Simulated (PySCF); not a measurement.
# A PySCF run on ReF

State: ⁷Σ⁺ (septet), unpaired electrons σ ↑↑, π ↑↑, δ ↑↑.

An equivalent input (the run itself took its basis sets from the Basis Set Exchange, started from a PBE0 density and held the occupation σ 7α 5β, πx 3α 2β, πy 3α 2β, δx 1α 0β, δy 1α 0β):

```python
from pyscf import gto, dft
mol = gto.M(atom='Re 0 0 0; F 0 0 1.99', basis={'Re': 'def2-TZVPP', 'F': 'def2-TZVPP'}, ecp={'Re': 'def2-TZVPP'},
            charge=0, spin=6, verbose=4, symmetry='C2v')
mf = dft.UKS(mol, xc='WB97X_V')
mf.grids.atom_grid = (80, 434)
mf.grids.prune = dft.gen_grid.treutler_prune
mf.irrep_nelec = {'A1': (8, 5), 'A2': (1, 0), 'B1': (3, 2), 'B2': (3, 2)}
mf.conv_tol = 1e-9
mf.max_cycle = 60
mf.diis_space = 10
mf.kernel()
```

The log (some set-up lines and the per-cycle HOMO/LUMO lines removed):

```
******** <class 'pyscf.dft.uks_symm.SymAdaptedUKS'> ********
method = SymAdaptedUKS
damping factor = 0
level_shift factor = 0
DIIS = <class 'pyscf.scf.diis.CDIIS'>
diis_start_cycle = 1
diis_space = 10
diis_damp = 0
SCF conv_tol = 1e-09
SCF conv_tol_grad = None
SCF max_cycles = 60
number electrons alpha = 15  beta = 9
** Following is NLC and NLC Grids **
NLC functional = WB97X_V
Set gradient conv threshold to 3.16228e-05
init E= -177.998475410409
cycle= 1 E= -177.999487913333  delta_E= -0.00101  |g|= 0.0107  |ddm|= 0.0929
cycle= 2 E= -177.999570378458  delta_E= -8.25e-05  |g|= 0.0109  |ddm|= 0.0286
cycle= 3 E= -177.999610203059  delta_E= -3.98e-05  |g|= 0.00257  |ddm|= 0.0067
cycle= 4 E= -177.999620721259  delta_E= -1.05e-05  |g|= 0.000676  |ddm|= 0.0088
cycle= 5 E= -177.999621677697  delta_E= -9.56e-07  |g|= 0.000266  |ddm|= 0.00267
cycle= 6 E= -177.999621816179  delta_E= -1.38e-07  |g|= 6.45e-05  |ddm|= 0.00101
cycle= 7 E= -177.999621824649  delta_E= -8.47e-09  |g|= 2.49e-05  |ddm|= 0.00022
cycle= 8 E= -177.999621825532  delta_E= -8.84e-10  |g|= 9.03e-06  |ddm|= 6.05e-05
Extra cycle  E= -177.999621825638  delta_E= -1.06e-10  |g|= 5e-06  |ddm|= 1.61e-05
converged SCF energy = -177.999621825638  <S^2> = 12.001938  2S+1 = 7.0005537
```

Repeating this along the bond gives Re = 1.981 Å and ωe = 547 cm⁻¹.

A point of this curve took 7.2 CPU seconds beside 0.56 for the integrals, on AMD EPYC 7R43 64-Core (shared host).

Spin–orbit coupling is left out. The state is the lowest single determinant that the PBE0 search found; with open d or f shells the true ground state can be another one.
